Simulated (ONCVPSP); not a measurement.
cerium, ONCV: configuration errors across variants

cerium, optimised norm-conserving Vanderbilt (ONCV), made with ONCVPSP 4.0.1 (PBEsol, scalar-relativistic). Core [Kr] 4d10, reference 4f1 5s2 5p6 5d1.5 6s1.5. Waves: 5s+6s: rc 2.70 bohr, ncon 4, nbas 8, qcut 3.4 1/bohr, 2 projectors; 5p: rc 2.70 bohr, ncon 3, nbas 7, qcut 4.5 1/bohr, 1 projector; 5d: rc 3.45 bohr, ncon 4, nbas 9, qcut 4.7 1/bohr, 2 projectors, debl 1.3 Ha; 4f: rc 0.90 bohr, ncon 4, nbas 9, qcut 13.5 1/bohr, 3 projectors, debl 1.2 Ha. Local part: polynomial inside 0.85 bohr (lpopt 4, dvloc0 2 Ha). Core correction: Teter function, fcfact 4.25, rcfact 1.65.

All-electron excitation energies from the reference (eV): (1) 4f1 5s2 5p6 5d1 6s2 -0.403; (2) 4f1 5s2 5p6 5d1 6s1 5.700; (3) 4f1 5s2 5p6 5d1 6s0 16.738.

A true bound ghost makes a file unfit for plane-wave use even where its test errors are small: the radial tests pick states by their node count and pass the ghost by.

Errors AE − PS in meV (a dash: test not solved or not reliable):

| change | (1) | (2) | (3) | bound ghosts | GHOST(+) flags above zero |
| --- | --- | --- | --- | --- | --- |
| base | -2.2 | -0.5 | -6.9 | s, p | d, f |
| p: ncon 4, nbas 8 | -2.2 | -0.5 | -6.9 | s, p | d, f |
| core correction polynomial model core, fcfact 0.15 | -1.2 | -0.2 | -4.4 | s, p | d, f |
| s: qcut 2.1; p: qcut 2.8; d: qcut 2.9; f: qcut 8.3 | +2.7 | +3.0 | -7.6 | s, p, f | d, f |
| all radii but the core radius scaled by about 1.30 (s 3.50, p 3.50, d 4.48, f 1.16 bohr); local potential polynomial inside 1.10 bohr (lpopt 4, dvloc0 2 Ha) | +1.4 | +1.9 | -5.3 | s | none |
| p: rc 2.1 | -2.2 | -0.6 | -7.2 | s, p | d, f |
| s: nbas 9 | -2.2 | -0.5 | -7.0 | s, p | d, f |
| d: debl 0.9 | -2.2 | -0.5 | -6.9 | s, p | d, f |

(1) Give the same row for: core correction Teter function, fcfact 2.3, rcfact 1.65.

Results:

(1) -1.7, -0.3, -5.3; bound ghosts: s, p; GHOST(+) flags above zero: d, f.
